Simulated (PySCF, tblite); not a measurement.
Mg2+ and 6 × hydrogen fluoride

A gas-phase complex of Mg2+ and 6 × hydrogen fluoride; charge +2, singlet. The structure comes from a short search (6 tight-binding starts) and was relaxed by PBE0-D3(BJ)/def2-SVPD; another way of binding may lie lower. No frequency run checks that it is a minimum.

```csv
part,name,SMILES,atoms,charge,multiplicity
1,Mg2+,[Mg+2],1,+2,1
2,hydrogen fluoride,F,2–3,0,1
3,hydrogen fluoride,F,4–5,0,1
4,hydrogen fluoride,F,6–7,0,1
5,hydrogen fluoride,F,8–9,0,1
6,hydrogen fluoride,F,10–11,0,1
7,hydrogen fluoride,F,12–13,0,1
```

```
atom  part   x (Å)   y (Å)   z (Å)
 Mg1     1  -1.266  -0.670   2.095
  F2     2  -0.930  -1.299   0.202
  H3     2  -0.738  -1.584  -0.666
  F4     3  -0.975   1.243   1.509
  H5     3  -0.897   2.137   1.252
  F6     4  -1.536  -2.588   2.686
  H7     4  -1.648  -3.478   2.941
  F8     5  -1.626  -0.030   3.981
  H9     5  -1.766   0.208   4.872
 F10     6  -3.240  -0.509   1.678
 H11     6  -4.151  -0.467   1.480
 F12     7   0.704  -0.844   2.515
 H13     7   1.619  -0.888   2.693
```

| contact | kind (by geometry) | distance (Å) | angle (°) |
| --- | --- | --- | --- |
| Mg1···F12 | ion contact | 2.022 | - |
| Mg1···F4 | ion contact | 2.022 | - |
| Mg1···F2 | ion contact | 2.023 | - |
| Mg1···F8 | ion contact | 2.024 | - |
| Mg1···F10 | ion contact | 2.024 | - |
| Mg1···F6 | ion contact | 2.025 | - |

Interaction energies are complex less parts, with the parts frozen as they stand in it; counterpoise-corrected, in kcal/mol (PySCF).

(1) Give the interaction energy at each level run.

(2) What holds them together? Decompose the wB97M-D3(BJ)/def2-SVPD energy: frozen parts, their antisymmetrised product, then relaxation.

The parts were also relaxed and run alone, at the levels used for the complex: shieldings by PBE0/pcSseg-1; core levels by delta-SCF with SCAN, pcX-2 on the ionised atom and pcseg-1 elsewhere, spin-free X2C.

(3) What does binding change?

Results:

(1) 
```
                 level  interaction  superposition error removed
wB97M-D3(BJ)/def2-SVPD      -236.06                        -7.27
 PBE0-D3(BJ)/def2-SVPD      -237.03                        -7.72
```

(2) electrostatic -187.7, Pauli repulsion +53.2, orbital relaxation -104.0, dispersion correction -4.8 kcal/mol, which sum to the value before the counterpoise correction; the Pauli term holds the exchange-correlation of the frozen density too. Of the attraction, 63 % is electrostatic, 35 % is orbital relaxation, 2 % is dispersion correction.

(3) 
| property | alone | in the complex | change |
| --- | --- | --- | --- |
| shielding of Mg1 (ppm) | 694.7 | 623.6 | -71.2 |
| shielding of F12 (ppm) | 410.5 | 429.0 | +18.5 |
| shielding of F4 (ppm) | 410.5 | 429.1 | +18.6 |
| Mg1 1s core level (eV) | 1334.62 | 1323.56 | -11.06 |
| F12 1s core level (eV) | 694.12 | 704.19 | +10.08 |

Multiply charged ions in the gas phase bind far more strongly than in solution.

The 4 runs behind this took 88 s in all, one thread each of AMD EPYC 9R45 96-Core on a shared host, launched as `OMP_NUM_THREADS=1 python cluster_run.py task.json out`.
